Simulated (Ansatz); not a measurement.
Born–Oppenheimer molecular dynamics of a periodic cell of 17 atoms, LiCr₁₆ (host Cr, host structure bcc, interstitial Li). It starts from a relaxed structure.

Level of theory: DFT PBEsol, scalar-relativistic, plane waves, PAW in Ansatz 0.2.0. Settings: cutoff 420 eV, k mesh 2x2x2, fermi-dirac smearing 0.15 eV, spin collinear.

* ensemble: NVT, Langevin thermostat
* time step: 1.5 fs
* steps asked: 300
* set temperature: 900 K
* friction: 0.02 /fs
* seed: 120596

Frames 3 fs apart, positions in Å, forces in eV/Å.

Velocities at 15.0 fs (Å/ps):

```
Cr -0.35 1.47 -2.91
Cr 2.25 1.49 -1.85
Cr -2.38 -0.38 2.55
Cr -4.20 1.03 2.86
Cr 2.70 -3.80 1.96
Cr -1.17 1.01 3.74
Cr -1.96 2.02 -2.55
Cr 1.26 4.03 -2.27
Cr -6.26 2.30 -1.53
Cr -3.97 -3.69 2.21
Cr -0.41 -2.98 3.00
Cr -1.88 3.47 3.76
Cr 3.35 0.84 2.02
Cr -1.14 1.90 -0.24
Cr 2.55 -5.83 0.36
Cr 3.14 -1.51 -4.28
Li -6.97 -1.38 -3.84
```

```xyz
17
Lattice="5.7600 0.0000 0.0000 0.0000 5.7600 0.0000 0.0000 0.0000 5.7600" Properties=species:S:1:pos:R:3:forces:R:3 time_fs=15.0 energy_less_start_eV=0.669 T=453
Cr -0.038 0.101 0.013 0.42 -0.72 0.38
Cr 2.918 0.117 -0.001 0.08 -1.23 0.01
Cr 0.012 2.924 0.002 0.31 0.18 0.40
Cr -0.134 0.025 3.015 0.53 -0.51 -0.14
Cr 1.095 1.080 1.870 -0.20 1.00 -0.19
Cr 3.178 3.248 -0.283 0.48 0.39 0.80
Cr 2.860 0.069 2.897 0.26 -0.45 0.24
Cr 4.269 1.548 1.442 0.70 -0.41 0.35
Cr -0.073 2.941 2.912 0.58 -0.28 -0.08
Cr 1.366 4.295 1.525 0.61 0.03 -0.47
Cr 1.484 1.393 4.449 -0.92 0.32 -1.25
Cr 2.835 2.986 2.981 -0.04 -0.61 -1.63
Cr 4.366 4.412 1.480 -0.87 -0.17 -0.37
Cr 4.295 1.488 4.313 0.21 0.18 0.38
Cr 1.526 4.270 4.352 -0.90 0.99 0.08
Cr 4.435 4.387 4.277 -0.84 0.21 0.73
Li 2.156 2.033 0.703 -0.40 1.08 0.75
17
Lattice="5.7600 0.0000 0.0000 0.0000 5.7600 0.0000 0.0000 0.0000 5.7600" Properties=species:S:1:pos:R:3:forces:R:3 time_fs=18.0 energy_less_start_eV=0.788 T=422
Cr -0.040 0.104 0.004 0.47 -0.74 0.46
Cr 2.925 0.118 -0.006 -0.01 -1.14 0.06
Cr 0.004 2.924 0.011 0.35 0.18 0.30
Cr -0.145 0.026 3.020 0.64 -0.46 -0.19
Cr 1.103 1.065 1.877 -0.24 1.05 -0.23
Cr 3.177 3.251 -0.270 0.54 0.40 0.71
Cr 2.860 0.078 2.890 0.30 -0.55 0.33
Cr 4.277 1.558 1.434 0.53 -0.49 0.37
Cr -0.091 2.947 2.907 0.82 -0.41 -0.02
Cr 1.350 4.285 1.532 0.74 0.13 -0.52
Cr 1.480 1.384 4.455 -0.88 0.33 -1.34
Cr 2.833 2.994 2.986 -0.11 -0.70 -1.67
Cr 4.375 4.413 1.484 -1.05 -0.09 -0.46
Cr 4.291 1.493 4.314 0.19 0.13 0.35
Cr 1.532 4.253 4.353 -0.93 1.14 0.10
Cr 4.442 4.380 4.267 -1.02 0.25 0.94
Li 2.133 2.042 0.696 -0.35 0.97 0.82
17
Lattice="5.7600 0.0000 0.0000 0.0000 5.7600 0.0000 0.0000 0.0000 5.7600" Properties=species:S:1:pos:R:3:forces:R:3 time_fs=21.0 energy_less_start_eV=0.866 T=303
Cr -0.043 0.104 -0.005 0.52 -0.73 0.49
Cr 2.930 0.114 -0.013 -0.15 -0.93 0.16
Cr -0.002 2.924 0.021 0.35 0.18 0.15
Cr -0.156 0.032 3.016 0.69 -0.50 -0.11
Cr 1.107 1.051 1.883 -0.11 1.17 -0.42
Cr 3.180 3.254 -0.259 0.63 0.43 0.52
Cr 2.867 0.088 2.888 0.25 -0.64 0.35
Cr 4.285 1.562 1.429 0.34 -0.53 0.36
Cr -0.103 2.955 2.901 1.00 -0.55 0.04
Cr 1.335 4.278 1.538 0.87 0.24 -0.56
Cr 1.473 1.378 4.455 -0.80 0.33 -1.32
Cr 2.837 2.999 2.985 -0.18 -0.74 -1.64
Cr 4.380 4.413 1.486 -1.18 -0.02 -0.53
Cr 4.287 1.498 4.317 0.18 0.10 0.31
Cr 1.535 4.236 4.351 -0.93 1.28 0.13
Cr 4.446 4.375 4.255 -1.14 0.29 1.13
Li 2.112 2.070 0.691 -0.36 0.64 0.93
17
Lattice="5.7600 0.0000 0.0000 0.0000 5.7600 0.0000 0.0000 0.0000 5.7600" Properties=species:S:1:pos:R:3:forces:R:3 time_fs=24.0 energy_less_start_eV=0.902 T=348
Cr -0.043 0.101 -0.015 0.54 -0.68 0.51
Cr 2.936 0.109 -0.019 -0.29 -0.65 0.25
Cr -0.009 2.923 0.032 0.30 0.20 -0.04
Cr -0.162 0.039 3.007 0.66 -0.61 0.04
Cr 1.105 1.041 1.890 0.05 1.23 -0.61
Cr 3.183 3.255 -0.252 0.66 0.38 0.39
Cr 2.877 0.101 2.889 0.19 -0.75 0.31
Cr 4.293 1.568 1.419 0.14 -0.57 0.37
Cr -0.110 2.961 2.893 1.11 -0.59 0.13
Cr 1.322 4.277 1.538 0.96 0.37 -0.53
Cr 1.468 1.376 4.449 -0.67 0.33 -1.18
Cr 2.840 3.002 2.984 -0.24 -0.74 -1.60
Cr 4.380 4.414 1.482 -1.26 0.04 -0.56
Cr 4.289 1.504 4.318 0.13 0.06 0.26
Cr 1.534 4.224 4.353 -0.90 1.37 0.10
Cr 4.442 4.378 4.241 -1.15 0.24 1.30
Li 2.080 2.104 0.699 -0.23 0.36 0.87
17
Lattice="5.7600 0.0000 0.0000 0.0000 5.7600 0.0000 0.0000 0.0000 5.7600" Properties=species:S:1:pos:R:3:forces:R:3 time_fs=27.0 energy_less_start_eV=0.915 T=403
Cr -0.039 0.093 -0.027 0.50 -0.59 0.55
Cr 2.938 0.101 -0.025 -0.40 -0.34 0.33
Cr -0.011 2.920 0.041 0.21 0.26 -0.23
Cr -0.166 0.042 3.002 0.61 -0.62 0.10
Cr 1.106 1.033 1.895 0.06 1.13 -0.66
Cr 3.189 3.252 -0.245 0.56 0.26 0.33
Cr 2.881 0.112 2.893 0.20 -0.82 0.27
Cr 4.300 1.575 1.403 0.01 -0.64 0.49
Cr -0.111 2.966 2.889 1.15 -0.64 0.15
Cr 1.316 4.282 1.535 1.00 0.49 -0.47
Cr 1.461 1.378 4.446 -0.51 0.31 -1.03
Cr 2.845 3.004 2.985 -0.29 -0.71 -1.57
Cr 4.380 4.415 1.479 -1.29 0.09 -0.59
Cr 4.295 1.517 4.321 0.06 -0.06 0.15
Cr 1.528 4.212 4.354 -0.83 1.47 0.08
Cr 4.434 4.382 4.226 -1.11 0.20 1.48
Li 2.040 2.141 0.729 0.07 0.21 0.61
17
Lattice="5.7600 0.0000 0.0000 0.0000 5.7600 0.0000 0.0000 0.0000 5.7600" Properties=species:S:1:pos:R:3:forces:R:3 time_fs=30.0 energy_less_start_eV=0.922 T=515
Cr -0.040 0.082 -0.036 0.52 -0.48 0.54
Cr 2.942 0.090 -0.036 -0.52 -0.04 0.44
Cr -0.014 2.921 0.048 0.23 0.23 -0.39
Cr -0.160 0.039 2.998 0.47 -0.60 0.15
Cr 1.107 1.025 1.894 0.02 1.02 -0.68
Cr 3.196 3.250 -0.237 0.39 0.12 0.24
Cr 2.881 0.122 2.897 0.25 -0.87 0.20
Cr 4.308 1.576 1.384 -0.05 -0.69 0.66
Cr -0.103 2.974 2.882 1.12 -0.73 0.18
Cr 1.318 4.289 1.525 0.98 0.60 -0.38
Cr 1.448 1.384 4.443 -0.30 0.27 -0.84
Cr 2.854 3.005 2.986 -0.33 -0.68 -1.54
Cr 4.375 4.413 1.475 -1.25 0.15 -0.59
Cr 4.305 1.532 4.324 -0.05 -0.22 0.02
Cr 1.522 4.201 4.352 -0.76 1.58 0.09
Cr 4.422 4.385 4.211 -1.01 0.20 1.62
Li 2.021 2.167 0.771 0.30 0.15 0.28
17
Lattice="5.7600 0.0000 0.0000 0.0000 5.7600 0.0000 0.0000 0.0000 5.7600" Properties=species:S:1:pos:R:3:forces:R:3 time_fs=33.0 energy_less_start_eV=0.931 T=460
Cr -0.047 0.067 -0.042 0.58 -0.34 0.50
Cr 2.945 0.076 -0.049 -0.64 0.25 0.55
Cr -0.018 2.919 0.053 0.26 0.21 -0.54
Cr -0.150 0.036 2.988 0.24 -0.63 0.29
Cr 1.105 1.018 1.889 0.01 0.91 -0.70
Cr 3.203 3.252 -0.233 0.16 -0.11 0.21
Cr 2.881 0.128 2.903 0.29 -0.91 0.11
Cr 4.318 1.576 1.368 -0.12 -0.73 0.80
Cr -0.089 2.983 2.876 1.01 -0.83 0.20
Cr 1.317 4.297 1.510 0.98 0.66 -0.28
Cr 1.438 1.388 4.436 -0.11 0.25 -0.63
Cr 2.865 3.001 2.984 -0.38 -0.60 -1.46
Cr 4.367 4.412 1.474 -1.17 0.17 -0.59
Cr 4.314 1.544 4.327 -0.15 -0.34 -0.10
Cr 1.511 4.192 4.350 -0.68 1.64 0.06
Cr 4.408 4.391 4.199 -0.85 0.19 1.67
Li 2.006 2.183 0.814 0.57 0.21 -0.10
17
Lattice="5.7600 0.0000 0.0000 0.0000 5.7600 0.0000 0.0000 0.0000 5.7600" Properties=species:S:1:pos:R:3:forces:R:3 time_fs=36.0 energy_less_start_eV=0.937 T=457
Cr -0.058 0.054 -0.048 0.67 -0.23 0.46
Cr 2.943 0.064 -0.064 -0.72 0.49 0.68
Cr -0.021 2.914 0.054 0.31 0.21 -0.61
Cr -0.143 0.037 2.974 -0.01 -0.73 0.51
Cr 1.099 1.011 1.884 0.17 1.00 -0.90
Cr 3.204 3.257 -0.233 0.09 -0.23 0.14
Cr 2.879 0.133 2.907 0.33 -0.93 0.01
Cr 4.327 1.576 1.353 -0.20 -0.72 0.92
Cr -0.070 2.993 2.872 0.81 -0.89 0.20
Cr 1.317 4.301 1.496 0.94 0.72 -0.18
Cr 1.434 1.389 4.430 -0.01 0.26 -0.48
Cr 2.870 2.997 2.981 -0.34 -0.51 -1.38
Cr 4.358 4.418 1.472 -1.09 0.08 -0.57
Cr 4.324 1.555 4.327 -0.25 -0.42 -0.20
Cr 1.498 4.192 4.349 -0.60 1.63 0.00
Cr 4.392 4.398 4.194 -0.67 0.16 1.61
Li 2.010 2.201 0.840 0.59 0.10 -0.22
17
Lattice="5.7600 0.0000 0.0000 0.0000 5.7600 0.0000 0.0000 0.0000 5.7600" Properties=species:S:1:pos:R:3:forces:R:3 time_fs=39.0 energy_less_start_eV=0.958 T=468
Cr -0.064 0.044 -0.053 0.70 -0.13 0.42
Cr 2.934 0.057 -0.083 -0.71 0.65 0.84
Cr -0.026 2.911 0.055 0.41 0.20 -0.64
Cr -0.134 0.034 2.962 -0.28 -0.82 0.78
Cr 1.091 1.002 1.881 0.41 1.20 -1.15
Cr 3.198 3.265 -0.228 0.12 -0.29 0.00
Cr 2.881 0.138 2.911 0.33 -0.93 -0.11
Cr 4.337 1.573 1.338 -0.26 -0.67 1.04
Cr -0.050 3.002 2.872 0.56 -0.94 0.16
Cr 1.317 4.303 1.482 0.94 0.76 -0.08
Cr 1.430 1.389 4.424 0.07 0.31 -0.39
Cr 2.871 2.996 2.978 -0.24 -0.42 -1.29
Cr 4.357 4.425 1.468 -1.09 -0.02 -0.54
Cr 4.331 1.569 4.326 -0.34 -0.50 -0.29
Cr 1.488 4.195 4.348 -0.55 1.60 -0.06
Cr 4.378 4.407 4.193 -0.53 0.10 1.53
Li 2.025 2.211 0.858 0.47 -0.08 -0.21
17
Lattice="5.7600 0.0000 0.0000 0.0000 5.7600 0.0000 0.0000 0.0000 5.7600" Properties=species:S:1:pos:R:3:forces:R:3 time_fs=42.0 energy_less_start_eV=1.000 T=644
Cr -0.075 0.038 -0.059 0.74 -0.07 0.38
Cr 2.920 0.055 -0.105 -0.65 0.73 1.03
Cr -0.030 2.914 0.057 0.55 0.12 -0.67
Cr -0.124 0.038 2.950 -0.56 -1.02 1.06
Cr 1.077 0.999 1.872 0.75 1.41 -1.42
Cr 3.189 3.271 -0.222 0.25 -0.27 -0.24
Cr 2.884 0.143 2.918 0.29 -0.92 -0.33
Cr 4.344 1.564 1.327 -0.29 -0.58 1.08
Cr -0.029 3.008 2.872 0.31 -0.92 0.14
Cr 1.316 4.301 1.466 0.97 0.81 0.01
Cr 1.427 1.384 4.415 0.16 0.42 -0.29
Cr 2.868 2.995 2.969 -0.09 -0.33 -1.13
Cr 4.361 4.430 1.468 -1.18 -0.12 -0.56
Cr 4.343 1.582 4.320 -0.50 -0.52 -0.28
Cr 1.484 4.198 4.343 -0.56 1.56 -0.10
Cr 4.365 4.417 4.193 -0.39 0.00 1.46
Li 2.056 2.213 0.872 0.20 -0.29 -0.15
17
Lattice="5.7600 0.0000 0.0000 0.0000 5.7600 0.0000 0.0000 0.0000 5.7600" Properties=species:S:1:pos:R:3:forces:R:3 time_fs=45.0 energy_less_start_eV=1.049 T=631
Cr -0.084 0.037 -0.062 0.75 -0.07 0.31
Cr 2.908 0.057 -0.131 -0.60 0.77 1.25
Cr -0.032 2.920 0.060 0.63 0.05 -0.72
Cr -0.111 0.045 2.942 -0.84 -1.23 1.28
Cr 1.063 0.997 1.856 1.06 1.58 -1.65
Cr 3.179 3.278 -0.219 0.37 -0.24 -0.48
Cr 2.884 0.147 2.923 0.27 -0.90 -0.54
Cr 4.345 1.553 1.322 -0.26 -0.48 1.08
Cr -0.005 3.010 2.872 0.00 -0.86 0.16
Cr 1.312 4.298 1.451 1.01 0.86 0.09
Cr 1.425 1.379 4.403 0.26 0.59 -0.14
Cr 2.867 2.992 2.953 0.07 -0.18 -0.85
Cr 4.363 4.432 1.469 -1.23 -0.19 -0.56
Cr 4.357 1.597 4.316 -0.67 -0.55 -0.29
Cr 1.477 4.206 4.337 -0.55 1.47 -0.14
Cr 4.349 4.429 4.196 -0.21 -0.08 1.34
Li 2.093 2.221 0.893 -0.07 -0.53 -0.14
17
Lattice="5.7600 0.0000 0.0000 0.0000 5.7600 0.0000 0.0000 0.0000 5.7600" Properties=species:S:1:pos:R:3:forces:R:3 time_fs=48.0 energy_less_start_eV=1.086 T=583
Cr -0.090 0.038 -0.060 0.74 -0.06 0.23
Cr 2.897 0.060 -0.160 -0.55 0.79 1.50
Cr -0.034 2.931 0.060 0.70 -0.05 -0.71
Cr -0.097 0.049 2.942 -1.02 -1.33 1.33
Cr 1.055 0.999 1.838 1.17 1.63 -1.71
Cr 3.172 3.286 -0.220 0.39 -0.26 -0.61
Cr 2.884 0.149 2.928 0.24 -0.87 -0.77
Cr 4.345 1.539 1.321 -0.18 -0.34 1.07
Cr 0.018 3.014 2.872 -0.27 -0.83 0.13
Cr 1.311 4.301 1.438 1.03 0.84 0.14
Cr 1.424 1.375 4.388 0.35 0.76 0.02
Cr 2.868 2.989 2.939 0.22 -0.05 -0.60
Cr 4.362 4.436 1.470 -1.21 -0.28 -0.56
Cr 4.372 1.604 4.318 -0.80 -0.50 -0.34
Cr 1.473 4.215 4.328 -0.54 1.37 -0.13
Cr 4.336 4.440 4.198 -0.03 -0.18 1.23
Li 2.125 2.224 0.911 -0.25 -0.63 -0.22
```

Of the whole run (450 fs, mean temperature of the second half 946 K): A run of 0.45 ps of so small a system gives no equilibrium averages. Limits of this set-up: coarse k mesh.

Run time: 25 min on 4 threads of Intel(R) Xeon(R) Platinum 8488C (Sapphire Rapids), with other jobs on the host, peak memory 1.1 GiB.
